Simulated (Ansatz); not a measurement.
Diatomic AgO, multiplicity 2 (lowest of 2S+1 = 2, 4 at CCSD(T)/def2-TZVPP on PBE0 minima; our sources give no spin for the ground state, which may be another). No spin–orbit coupling.

Seven points along R, fitted to fifth degree in 1/R; most abundant isotopes. In def2 and cc sets the state is the lowest found near the PBE0 minimum, followed along R.

Run with Ansatz (Gaussian basis) for Hartree–Fock, density functionals and correlated methods.  In def2 rows elements past Kr take small-core potentials, without spin–orbit coupling.

Energies at CAM-B3LYP/def2-TZVPP:

```json
[
 {"R (Å)": "1.853759", "E (hartree)": "-222.07844891"},
 {"R (Å)": "1.903591", "E (hartree)": "-222.08202499"},
 {"R (Å)": "1.949437", "E (hartree)": "-222.08372502"},
 {"R (Å)": "2.001262", "E (hartree)": "-222.08417854"},
 {"R (Å)": "2.053088", "E (hartree)": "-222.08339753"},
 {"R (Å)": "2.112886", "E (hartree)": "-222.08131954"},
 {"R (Å)": "2.182651", "E (hartree)": "-222.07773427"}
]
```

Question: With a reduced mass of 13.9132 u, find the minimum, the force constant and the constants.

Answer: A fifth-degree polynomial in 1/R puts the minimum at r_e = 1.9924 Å with force constant 208 N/m. Then ω_e = (1/2πc)√(k/μ) = 504 cm⁻¹ and B_e = h/(8π²cμr_e²) = 0.3052 cm⁻¹; the cubic and quartic terms give α_e = 0.0024 and ω_e x_e = 2.8 cm⁻¹.

Ansatz is an electronic-structure program.
